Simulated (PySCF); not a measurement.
Gas-phase reaction: ZrCl3OH + 2 O → ZrO2 + HOCl + Cl2, at 1400 K and a standard pressure of 1 bar. Level: PBE/def2-SVP.

Energies from PySCF, thermal terms from the rigid-rotor harmonic-oscillator model, ideal gas at 1 bar. S°(298 K) at PBE0/def2-TZVP differs from the NASA 1993 table for ZrO2 (-6 J/mol/K); whether the harmonic model or the table's entry is off was not settled. Open shells (unrestricted): O (multiplicity 3, electronic degeneracy 9); the rest are closed-shell singlets. Spin-orbit splitting is ignored; it lowers the true energy and changes the entropy of O. Zr: scalar-relativistic def2 core potential, no spin-orbit coupling. ZrCl3OH: computed as isolated molecules; such fragments, hydroxides, amides, oligomers or adducts are transient or little studied in the gas. The harmonic model lacks anharmonicity and excited electronic states, which grow with temperature; levels with a mode under 35 cm⁻¹ are left out. Soft modes under 120 cm⁻¹ make the harmonic entropy rough for ZrCl3OH.

| species | E (Ha) | H(1400 K) − E (kJ/mol) | S°(1400 K) (J/mol/K) |
|---|---|---|---|
| ZrCl3OH | -1502.67459 | 199.8 | 569.2 |
| O | -74.91470 | 29.1 | 193.9 |
| ZrO2 | -197.29907 | 83.2 | 349.8 |
| HOCl | -535.48082 | 94.7 | 306.5 |
| Cl2 | -919.69088 | 52.6 | 280.4 |
E: electronic energy; H − E holds the zero-point and thermal terms. 1 Ha = 2625.5 kJ/mol.

Question: Work out ΔH°, ΔS°, ΔG° and log10 K from these numbers.

Answer: 1. ΔE = 1×(-197.29907) + 1×(-535.48082) + 1×(-919.69088) − 1×(-1502.67459) − 2×(-74.91470) = 0.03322 Ha = 87.2 kJ.
2. Δ(H − E) = 1×(83.2) + 1×(94.7) + 1×(52.6) − 1×(199.8) − 2×(29.1) = -27.5 kJ, so ΔH° = 59.7 kJ.
3. ΔS° = 1×(349.8) + 1×(306.5) + 1×(280.4) − 1×(569.2) − 2×(193.9) = -20.3 J/K; the number of gas molecules stays the same.
4. ΔG° = ΔH° − TΔS° = 59.7 − 1400×(-20.3)/1000 = 88.1 kJ.
5. log10 K = −ΔG°/(RT ln 10) = -3.29, with RT ln 10 = 26.80 kJ/mol; at standard pressures the reactants are favoured.
6. A shift of 10 kJ in ΔE would move log10 K by 0.37 here.
For scale, ΔH°(298 K) is 89 kJ at this level, 178 kJ at ωB97M-V/def2-TZVP†, and runs from -356 to 747 kJ over the 18 levels computed († marks an energy on the PBE0/def2-TZVP geometry).
